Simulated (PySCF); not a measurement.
**[IH6]-: from structure and modes to constants**

These are results of PBE0 in PySCF with I def2-TZVPD with ECP28, H def2-TZVPD; scalar-relativistic core potentials, no spin–orbit coupling; density-fitted integrals, not measurements.

The singlet minimum has Oh symmetry. Masses (u): I 126.90447, H 1.00782.

```xyz
7
charge -1 multiplicity 1, angstrom
I     0.0000    0.0000    0.0000
H     0.0000    0.0000    1.8846
H     0.0000    0.0000   -1.8846
H     1.8846    0.0000    0.0000
H     0.0000    1.8846    0.0000
H    -1.8846    0.0000    0.0000
H     0.0000   -1.8846    0.0000
```

Harmonic wavenumbers (cm⁻¹): 431.0 (t1u, ×3), 448.6 (t2g, ×3), 686.2 (t2u, ×3), 1146.2 (t1u, ×3), 1463.3 (a1g, ×1), 1587.5 (eg, ×2).

Q: Find the principal moments of inertia and the rotational constants. What kind of rotor is it?

A: About the centre of mass I = 14.318, 14.318, 14.318 u Å². With B = 16.8576/I this gives 1.177, 1.177, 1.177 cm⁻¹. The molecule is a spherical top.

Q: Find the vibrational entropy and heat capacity at 298.15 K.

A: With u = 1.43878 ω/T, each mode gives S = R[u/(eᵘ−1) − ln(1−e⁻ᵘ)] and C = R u² eᵘ/(eᵘ−1)².
```
   ω (cm⁻¹)      u  S (J/(mol K))  C (J/(mol K))
 431.0 (×3)  2.080           3.58           5.87
 448.6 (×3)  2.165           3.35           5.71
 686.2 (×3)  3.312           1.35           3.58
1146.2 (×3)  5.531           0.22           1.02
     1463.3  7.061           0.06           0.36
1587.5 (×2)  7.661           0.03           0.23
```
The sums over all modes are S = 25.6 and C = 49.3 J/(mol K); the softest mode gives 14 % of the entropy (each member, where degenerate).

Q: Give the standard entropy (298.15 K, 1 bar) by its translational, rotational, vibrational and spin parts, and Cp.

A: Sackur–Tetrode with M = 132.95 u gives 169.8; rotation with symmetry number 24 gives 55.3; vibration 25.6; spin R ln 1 = 0.0. The total is 250.7 J/(mol K), and Cp = 4 R + 49.3 = 82.6 J/(mol K).

Only a few start shapes were tried, so a lower isomer may exist. The lowest empty level of this anion is unbound, so it and the gap depend on the basis.
